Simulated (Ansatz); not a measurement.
Relaxation of the cluster Te₂Pt with RKS PBE0-D4/def2-TZVP.

```sh
$ ansatz run in.yaml --threads 2 --pin off --events-out ev --progress --plain --max-ram 4352MiB
```

```yaml
crystal:
  periodic: [false, false, false]
  atoms:
    - {symbol: Pt, position_ang: [-0.269490, -1.351410, -0.341390]}
    - {symbol: Te, position_ang: [-0.797280, 0.607050, 1.170290]}
    - {symbol: Te, position_ang: [1.066780, 0.744360, -0.828890]}
basis:
  gaussian: {orbitals: def2-TZVP}
hamiltonian: {xc: pbe0, dispersion: d4}
scf: {lower_state_search: "off"}
output: {orbitals: {seedname: orbitals}}
relax: {f_tol: 0.02, max_steps: 100}
```

It took 16 s on 2 threads of Arm Neoverse V2 on a shared host.

Positions (Å) and forces (eV/Å) at steps 1, 2, 3, 4 of 4:

```xyz
3
step=1 energy=-17836.0756 eV
Pt   -0.269   -1.351   -0.341   -0.057   -0.339   -0.097
Te   -0.797    0.607    1.170    0.293    0.201   -0.229
Te    1.067    0.744   -0.829   -0.235    0.139    0.326
3
step=2 energy=-17835.9070 eV rejected
Pt   -0.282   -1.418   -0.359    0.076    0.405    0.107
Te   -0.719    0.647    1.102   -1.616   -0.322    1.637
Te    1.000    0.771   -0.743    1.540   -0.083   -1.745
3
step=3 energy=-17836.0905 eV
Pt   -0.274   -1.377   -0.348    0.005    0.020    0.004
Te   -0.774    0.622    1.151   -0.101   -0.016    0.104
Te    1.048    0.755   -0.803    0.096   -0.004   -0.108
3
step=4 energy=-17836.0915 eV
Pt   -0.273   -1.374   -0.348    0.002    0.012    0.003
Te   -0.779    0.620    1.156    0.000   -0.006   -0.002
Te    1.052    0.754   -0.808   -0.002   -0.006   -0.001
```

In the def2 sets Pt, Te take a core potential; there is no spin–orbit coupling. The restricted singlet is unstable: a solution with broken spin symmetry lies lower. At PBE0-D4/def2-TZVP a triplet of charge 0 lies 0.31 eV below the restricted singlet, each at its own geometry. The structure comes from a short search, and lower isomers may exist.
